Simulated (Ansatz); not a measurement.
Gas-phase electronic energies from Ansatz, PBE0-D4/def2-TZVP geometries. CCSD(T)/CBS adds triple-zeta CCSD(T) − MP2 to the extrapolated MP2 energy (def2 sets, frozen cores). This one scheme is used for every species. DFT in def2-TZVPP. HSE06 is defined as in plane-wave codes. Triplets are unrestricted, without spin–orbit coupling. For Ge outer-core shells are correlated without core-valence functions, which leaves a few kJ/mol of doubt a bond. Scalar relativity is left out up to krypton.

Reaction (formal loss of a carbene): `C[CH2][GeH]` → `[CH2]` (triplet) + `[CH3][GeH]`

| level | ΔE (eV) |
| --- | --- |
| HSE06-D4 | 4.38 |
| BHLYP | 4.11 |
| CCSD/def2-TZVPP | 4.17 |
| CCSD(T)/def2-TZVPP | 4.28 |

Problem. What does CCSD(T)/CBS give? (Best estimate.)

Solution. The calculation gave: +4.41 eV. The listed levels differ from it by -0.03, -0.30, -0.24, -0.13 eV.

Largest T1 diagnostic among the species: 0.011.

From BLYP to BHLYP (50 % exact exchange), in def2-TZVPP and without D4, ΔE moves by −0.06 eV. Leaving LDA and LC-ωPBE aside and taking each functional with its dispersion term where it has one, the values, not all of them listed here, spread over 0.39 eV, from r2SCAN0-D4 to ωB97X-V. LDA lies +0.76 eV from PBE without D4. At CCSD(T), def2-SVP lies −0.17 eV from the extrapolated value and def2-TZVPP −0.13 eV.
